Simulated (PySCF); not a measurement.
W(NH)(NMe)(OH)2 (CH₆N₂O₂W), SMILES C[N]=[W](=[NH])([OH])[OH], multiplicity 1.

Coordinates come from a PBE0-D3(BJ)/def2-SVP optimisation. The multiplicity is an assumed one; other spin states were not compared. The def2 effective core potentials stand for the cores of W; spin–orbit coupling is left out. Other conformers were not sampled.

Method: TDDFT-PBE/def2-SVPD run with PySCF 2.14.0.

Vertical excitations. The molecule is in vacuum.

```
state  energy (eV)  λ (nm)      f                                                main pairs
-----  -----------  ------  -----  --------------------------------------------------------
S1            4.53     274  0.003                                            HOMO→LUMO 91 %
S2            4.76     261  0.003                                          HOMO→LUMO+1 81 %
S3            5.01     247  0.007    HOMO−1→LUMO 62 %, HOMO−1→LUMO+1 17 %, HOMO→LUMO+2 16 %
S4            5.09     244  0.004                      HOMO→LUMO+2 57 %, HOMO−1→LUMO+1 40 %
S5            5.32     233  0.026   HOMO−2→LUMO 52 %, HOMO−1→LUMO+1 16 %, HOMO−1→LUMO+2 9 %
S6            5.33     233  0.023  HOMO−2→LUMO 46 %, HOMO−1→LUMO+1 13 %, HOMO−1→LUMO+2 11 %
S7            5.39     230  0.001                                          HOMO→LUMO+3 96 %
S8            5.54     224  0.008                                        HOMO−1→LUMO+2 73 %
S9            5.64     220  0.006                                        HOMO−2→LUMO+1 75 %
S10           5.77     215  0.003    HOMO−1→LUMO+3 48 %, HOMO−3→LUMO 34 %, HOMO→LUMO+4 11 %
T1            4.20     296      0                                            HOMO→LUMO 80 %
T2            4.35     285      0                          HOMO→LUMO+1 75 %, HOMO→LUMO 13 %
T3            4.50     276      0                                          HOMO−1→LUMO 76 %
T4            4.82     257      0                      HOMO−1→LUMO+1 75 %, HOMO−1→LUMO 12 %
```
Triplets are in the Tamm–Dancoff approximation, which puts them higher than full response would, so one can lie above its singlet here.
